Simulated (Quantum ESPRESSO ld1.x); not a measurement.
Question: The table gives one normalised radial function P(r) = r R(r) of B+ in [He] 2s2 (r in bohr). All-electron calculation, scalar-relativistic Kohn-Sham, PBE, spin-unpolarised, spherical densities, point nucleus. Program: ld1.x of Quantum ESPRESSO 7.5.

| r | P |
|---|---|
| 0.01844 | 0.3512 |
| 0.02519 | 0.4637 |
| 0.03413 | 0.6008 |
| 0.04626 | 0.7663 |
| 0.0627 | 0.9569 |
| 0.08497 | 1.1615 |
| 0.1161 | 1.3620 |
| 0.1573 | 1.5110 |
| 0.2132 | 1.5672 |
| 0.289 | 1.4873 |
| 0.3916 | 1.2556 |
| 0.5308 | 0.9084 |
| 0.7251 | 0.5266 |
| 0.9827 | 0.2355 |
| 1.332 | 0.0740 |
| 1.805 | 0.0144 |
| 2.446 | 0.0015 |
| 3.342 | 0.0001 |
| 4.529 | 0.0000 |
| 6.138 | 0.0000 |

Which n and l does it have? It may be an empty orbital.

Answer: n = 1, l = 0: the number of nodes gives n - l - 1 = 0, the rise at small r (about r^(l+1)) gives l, and the extent must fit the shell. The curve is that of 1s. 1s: eigenvalue -193.63 eV, 0 radial nodes, <r> = 0.329 bohr, 90 % of the charge inside 0.592 bohr.
